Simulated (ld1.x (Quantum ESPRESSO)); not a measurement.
An all-electron radial function and its pseudo partner (Li (Z = 3))

Columns: radius, all-electron u(r) and pseudo u(r) of the 2p shell (level -3.36 eV) of lithium in the configuration [He] 2s0.5 2p0; PW91, non-relativistic, PAW scheme, ld1.x (Quantum ESPRESSO) 7.5.

```tsv
r (bohr)	all-electron	pseudo
0.217	0.0223	0.0066
0.435	0.0688	0.0262
0.652	0.1230	0.0573
0.870	0.1783	0.0983
1.088	0.2309	0.1466
1.305	0.2793	0.1989
1.522	0.3224	0.2526
1.740	0.3596	0.3050
1.957	0.3911	0.3531
2.175	0.4190	0.3953
2.392	0.4422	0.4297
2.610	0.4602	0.4559
2.827	0.4727	0.4735
3.045	0.4799	0.4832
3.262	0.4820	0.4858
3.480	0.4795	0.4825
3.697	0.4731	0.4749
3.915	0.4634	0.4641
4.132	0.4511	0.4513
4.350	0.4369	0.4369
4.567	0.4213	0.4213
4.785	0.4048	0.4048
5.002	0.3879	0.3879
5.220	0.3707	0.3707
5.437	0.3535	0.3535
5.655	0.3365	0.3365
```

(1) How many radial nodes do the two functions have?

(2) At about which radius was the pseudo-wave matched?

(3) Is the pseudo-wave norm-conserving?

Answers

(1) The all-electron 2p function has n − l − 1 = 0; the pseudo-wave has 0.

(2) 4.35 bohr, where the columns begin to agree (steps of 0.22 bohr).

(3) No, it belongs to a PAW set: the norm inside the radius is not constrained, and the difference is carried by the augmentation charge.
